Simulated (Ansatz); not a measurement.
Program: Ansatz 0.2.0.

A structure relaxed at PBE0-D4/def2-TZVP, charge 0, multiplicity 1:

```xyz
8

F     1.280   -0.728   -1.355
C     0.485    0.100   -0.619
B    -1.021    0.111   -0.271
C     0.088   -0.162    0.771
F     0.567    0.528    1.845
H     0.744    1.157   -0.782
H    -2.157    0.234   -0.572
H     0.016   -1.239    0.983
```

(1) Give its formula and SMILES.

(2) Point group (tolerance 0.08 Å, 0.16 Å for H)?

(3) Summarise the bond lengths by kind.

Answers

(1) C2H3BF2, `F[C@H]1B[C@@H]1F`.

(2) C2.

(3) 2 × C–F 1.364 Å; 2 × B–C 1.545 Å; 1 × C–C 1.469 Å; 2 × C–H 1.101 Å; 1 × B–H 1.182 Å.
